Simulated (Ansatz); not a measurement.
```yaml
crystal:
  periodic: [false, false, false]
  atoms:
    - {symbol: Sb, position_ang: [-1.393972, -1.415789, 0.861744]}
    - {symbol: Sb, position_ang: [1.941244, -1.792270, -1.497501]}
    - {symbol: Sb, position_ang: [-1.941922, 1.785743, -1.514468]}
    - {symbol: Sb, position_ang: [1.377425, 1.431617, 0.859892]}
    - {symbol: Al, position_ang: [-3.479038, 0.075895, -0.060245]}
    - {symbol: Al, position_ang: [0.008487, -3.374604, -0.414177]}
    - {symbol: Al, position_ang: [0.018449, -0.018714, 2.842783]}
    - {symbol: Al, position_ang: [3.466296, -0.061231, -0.056394]}
    - {symbol: Al, position_ang: [-0.033611, 3.385293, -0.415358]}
    - {symbol: H, position_ang: [-2.038830, -2.248972, 2.235784]}
    - {symbol: H, position_ang: [1.209016, -0.882680, -2.755528]}
    - {symbol: H, position_ang: [2.937986, -2.744895, -2.516264]}
    - {symbol: H, position_ang: [-2.918199, 2.715009, -2.573780]}
    - {symbol: H, position_ang: [-1.178551, 0.853031, -2.736811]}
    - {symbol: H, position_ang: [2.013440, 2.274945, 2.231502]}
    - {symbol: H, position_ang: [-4.267044, -0.898616, -1.065070]}
    - {symbol: H, position_ang: [-4.128500, 0.908456, 1.138964]}
    - {symbol: H, position_ang: [-0.953774, -3.885194, -1.593265]}
    - {symbol: H, position_ang: [0.722547, -4.299298, 0.677253]}
    - {symbol: H, position_ang: [1.003442, -1.059983, 3.548409]}
    - {symbol: H, position_ang: [-0.942894, 1.005224, 3.604843]}
    - {symbol: H, position_ang: [4.125025, -0.878121, 1.148631]}
    - {symbol: H, position_ang: [4.243197, 0.913693, -1.070214]}
    - {symbol: H, position_ang: [-0.760467, 4.296502, 0.678835]}
    - {symbol: H, position_ang: [0.933048, 3.912560, -1.583364]}
basis:
  gaussian: {orbitals: def2-TZVPD, initial_orbitals: start.molden}
magnetization: {spin_polarized: true, initial_magnetization: 1}
hamiltonian: {xc: pbe0, dispersion: d4}
scf: {omitted_lower_state_checks: [starts]}
output: {orbitals: {seedname: orbitals}}
```

The file start.molden holds the orbitals of an earlier run on this structure, at another level or in another basis.

```sh
$ ansatz run in.yaml --threads 4 --pin off --events-out ev --progress --plain --max-ram 6963MiB
```

Q: Does this run fit into the memory that it is given?

A: No. It has 583 basis functions, and Ansatz plans for 14 GiB where 7 GiB are given.
